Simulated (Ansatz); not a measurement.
## Ligand exchange: GaH(CH3)(NH2) + GeH(SH) → GaH(CH3)(SH) + GeH(NH2)

Species: GaH(CH3)(NH2), singlet; GeH(SH), singlet; GaH(CH3)(SH), singlet; GeH(NH2), singlet. The partners trade NH2 for SH: Ga–NH2 and Ge–SH bonds give way to Ga–SH and Ge–NH2.

Shapes, held fixed at every level: PBE0-D4/def2-TZVP. Flexible molecules stand in one conformer, not always the lowest. Programs: Ansatz 0.2.0. The zero-point and thermal change to 298 K, harmonic and unscaled (PBE0-D4/def2-TZVP), is +1.3 kJ/mol.

(1) Estimate ΔH(298 K) of this reaction.

## Answers

(1) The highest level, CCSD(T)/def2-TZVPP, gives ΔH(298 K) = -23.1 kJ/mol; the levels span -28.8 to -21.7. The column of differences is taken from that level and isn't an error. No measured value is set beside it here. Relativity is left out for Ga, Ge unless named. Correlated rows may include outer-core shells of Ga, Ge, which these sets cover unevenly.

```json
{"level": "HF/def2-SVP", "kind": "Hartree–Fock", "ΔH(298 K) (kJ/mol)": "-26.9", "less CCSD(T)/def2-TZVPP": "-3.8"}
{"level": "BHLYP-D4/def2-TZVPP", "kind": "global hybrid", "ΔH(298 K) (kJ/mol)": "-22.5", "less CCSD(T)/def2-TZVPP": "+0.6"}
{"level": "PBE0-D4/def2-TZVPP", "kind": "global hybrid", "ΔH(298 K) (kJ/mol)": "-21.9", "less CCSD(T)/def2-TZVPP": "+1.2"}
{"level": "B2PLYP/def2-TZVPP", "kind": "double hybrid", "ΔH(298 K) (kJ/mol)": "-21.7", "less CCSD(T)/def2-TZVPP": "+1.4"}
{"level": "MP2/def2-SVP", "kind": "perturbation theory", "ΔH(298 K) (kJ/mol)": "-28.8", "less CCSD(T)/def2-TZVPP": "-5.7"}
{"level": "CCSD/def2-SVP", "kind": "coupled cluster or CI", "ΔH(298 K) (kJ/mol)": "-26.0", "less CCSD(T)/def2-TZVPP": "-2.9"}
{"level": "CCSD(T)/def2-TZVPP", "kind": "coupled cluster or CI", "ΔH(298 K) (kJ/mol)": "-23.1", "less CCSD(T)/def2-TZVPP": "0.0"}
```
